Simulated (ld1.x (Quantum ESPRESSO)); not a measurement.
# Building the RRKJ potential for Cd (revPBE, scalar-relativistic).

* Element: Cd
* Generator: ld1.x (Quantum ESPRESSO) 7.5
* Type: norm-conserving RRKJ (Kleinman–Bylander form)
* Functional: revPBE
* Relativity: scalar-relativistic
* Frozen core: [Kr] 4d10
* Valence charge: 2
* Reference configuration: 5s2 5p0
* Partial waves: 5p (bound, empty): rc 4.32 bohr; 5d channel at 0.15 Ry: rc 3.05 bohr; 5s (bound): rc 1.65 bohr
* Local potential: the s channel
* Core correction: none

All-electron outer shells of the reference configuration (revPBE, scalar-relativistic, ld1.x):

```tsv
shell	level (eV)	outermost node (bohr)	outermost maximum (bohr)
4p	-66.93	0.43	0.84
4d	-11.69	0.42	0.98
5s	-5.56	1.07	2.35
5p	-1.14	1.20	3.37
```

Question: Does the generator finish with these settings?

Answer: Yes, a potential is produced and its reference levels are reproduced.

Question: Estimate the cutoffs (Ry, on a coarse ladder) from which the occupation-weighted sum of valence levels, in a spherical-Bessel basis at the reference potential, stays within 10 and 1 mRy of its value at 400 Ry.

Answer: 30 Ry and 80 Ry.

Question: Does the potential have ghost states?

Answer: Ghost state, extra bound levels that the all-electron valence spectrum of the same l lacks: d at -111.4 eV. A true bound ghost makes a file unfit for plane-wave use.

Question: Tests: 5s1 5p0; 5s1.5 5p0; 5s1 5p1; 5s0 5p1; 5s0 5p2. Which has the largest error in its energy relative to the reference configuration, and how large is it?

Answer: 5s0 5p2, with +238 meV (all-electron minus pseudo) on +9.61 eV.
